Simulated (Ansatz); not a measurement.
Consider the formal hydrolysis of a Ti–S bond: `[SH][Ti]([SH])([SH])[SH]` + H₂O → `[OH][Ti]([SH])([SH])[SH]` + H₂S.

Computed with Ansatz on PBE0-D4/def2-TZVP structures; ΔE is electronic, products minus reactants. CCSD(T)/CBS is the MP2 limit (def2-TZVPP, def2-QZVPP) plus CCSD(T) − MP2 in def2-TZVPP, frozen cores. This one scheme is used for every species. Functionals use def2-TZVPP. For Ti outer-core shells are correlated without core-valence functions, which leaves a few kJ/mol of doubt a bond. Scalar relativity is left out up to krypton. Each species was taken in one conformer, which may not be the lowest.

```csv
species,PBE energy (Eh)
`[SH][Ti]([SH])([SH])[SH]`,-2443.97160
H₂O,-76.38007
`[OH][Ti]([SH])([SH])[SH]`,-2121.13757
H₂S,-399.22783
```

Q: Work out ΔE.

A: ΔE = (-2121.13757) + (-399.22783) − (-2443.97160) − (-76.38007) = -0.01373 Eh = -0.37 eV. CCSD(T)/CBS gives -0.30 eV.

Largest T1 diagnostic among the species: 0.029, so the coupled-cluster value is less sure than usual.

In def2-TZVPP, CCSD(T) changes the Hartree–Fock value by +0.31 eV (the triples alone add +0.11 eV) and MP2 by +0.51 eV. The D4 term adds +0.08 eV with B3LYP and +0.05 eV with PBE0; it sums over pairs of atoms, weighted by their polarisabilities, and B3LYP, whose exchange is more repulsive, gets the larger term.

B3LYP here is the variant with VWN-RPA as its local correlation; programs differ in this.
